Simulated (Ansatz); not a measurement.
`C[NH][Al]([Cl])[Cl]` + H₂O → `[OH][Al]([Cl])[Cl]` + CH₃NH₂ at 400 K and 1 bar (formal hydrolysis of the Al–N bond).

Gas-phase electronic energies from Ansatz, PBE0-D4/def2-TZVP geometries. CCSD(T)/CBS is the MP2 limit (def2-TZVPP, def2-QZVPP) plus CCSD(T) − MP2 in def2-TZVPP, frozen cores. This one scheme is used for every species. Each species was taken in one conformer, which may not be the lowest.

| species | CCSD(T)/CBS energy (Eh) | H − E (kJ/mol) | S (J/(mol·K)) |
| --- | --- | --- | --- |
| `C[NH][Al]([Cl])[Cl]` | -1256.91293 | 185.2 | 395.2 |
| H₂O | -76.37941 | 69.8 | 198.6 |
| `[OH][Al]([Cl])[Cl]` | -1237.55309 | 70.3 | 347.5 |
| CH₃NH₂ | -95.75281 | 185.4 | 256.0 |

H − E and S are ideal-gas, rigid-rotor, harmonic terms from PBE0-D4/def2-TZVP, for one conformer and one mirror image of each species. 1 Eh = 2625.50 kJ/mol, R = 8.31446 J/(mol·K).

Task: By hand: ΔE, ΔH, ΔS and ΔG.

Result: ΔE = (-1237.55309) + (-95.75281) − (-1256.91293) − (-76.37941) = -0.01356 Eh = -35.6 kJ/mol. Δ(H − E) = 70.3 + 185.4 − 185.2 − 69.8 = 0.7, so ΔH = -34.9 kJ/mol. ΔS = 347.5 + 256.0 − 395.2 − 198.6 = 9.7 J/(mol·K). ΔG = -34.9 − 400 × (9.7)/1000 = -38.8 kJ/mol.

Task: By hand: the equilibrium constant, and the temperature at which ΔG would vanish if ΔH and ΔS stayed fixed.

Result: log₁₀ K = −ΔG/(RT ln 10) = 5.1. ΔH and −TΔS have one sign here, so there is no such temperature.

The number of gas molecules stays the same, so ΔS is small and ΔH decides. A doubt of 5 kJ/mol in ΔE shifts log₁₀ K by 0.7 here. Other conformers and mirror images would add mixing entropy, several J/(mol·K) or more a flexible species. These are equilibria of isolated gas molecules and say nothing of rates. Largest T1 diagnostic: 0.010 (customary marks: 0.02 for closed shells, 0.045 for open ones).

ΔS is within the doubt of such terms, so its sign, and with it that verdict, could turn.
